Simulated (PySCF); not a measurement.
Vertical excitations of a molecule C4H7FO from TDA-PBE/def2-SVPD (PySCF), as energy in eV (oscillator strength): 6.03 (0.014), 6.40 (0.009), 6.72 (0.009), 6.82 (0.018), 7.01 (0.030), 7.07 (0.009), 7.38 (0.006), 7.51 (0.013), 7.54 (0.014), 7.72 (0.001). Lowest triplet (TDA): 5.87 eV. Geometry: PBE0-D3(BJ)/def2-SVP. The values are those of a single conformer.

### Question
Which molecule gave these data?
(A) CCO/C=C\F
(B) CO[C@@H]1C[C@@H]1F
(C) CC1(F)COC1
(D) C[C@H]1[C@@H](O)[C@@H]1F

### Answer
B, CO[C@@H]1C[C@@H]1F
